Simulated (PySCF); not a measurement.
CH8Si3, SMILES `[SiH2]=[SiH]C[SiH3]` (Si–Si–C–Si torsion 71°), neutral singlet in the gas phase. 

Cartesian coordinates (Å):
SMILES: [SiH2]=[SiH]C[SiH3]
```xyz
12

Si     2.4711     0.5769    -0.1112
Si     0.9290    -0.9319    -0.1383
C     -0.8269    -0.5842    -0.6728
Si    -1.7414     0.4774     0.5811
H      2.4663     1.6233    -1.1640
H      3.8388     0.1592     0.2825
H      0.9974    -2.0013     0.8913
H     -0.8287    -0.0776    -1.6413
H     -1.3506    -1.5375    -0.7929
H     -3.1883     0.5752     0.2384
H     -1.6149    -0.1194     1.9362
H     -1.1518     1.8399     0.5910
```
Charge 0, spin multiplicity 1.

All levels are single points at this geometry (PBE0-D3(BJ)/def2-TZVP); Pople sets use spherical d functions. Orbital energies aren't observables, and empty levels follow the basis.

| level | HOMO (eV) | LUMO (eV) | gap (eV) | dipole (D) | vertical IE, Delta-SCF (eV) |
|---|---|---|---|---|---|
| PBE0-D3(BJ)/def2-TZVP in PySCF | -5.82 | -1.88 | 3.94 | 1.27 | 7.56 |
| B3LYP/6-311+G** in PySCF | -5.67 | -2.05 | 3.61 | 1.23 | – |
| M06-2X/6-31G* in PySCF | -6.53 | -1.11 | 5.41 | 1.27 | – |
| PBE/6-31G* in PySCF | -4.94 | -2.46 | 2.48 | 1.35 | 7.57 |
| SVWN5/6-31G* in PySCF | -5.02 | -2.58 | 2.45 | 1.33 | 7.74 |
| HF/6-31G* in PySCF | -7.28 | 1.10 | 8.38 | 1.39 | 6.48 |
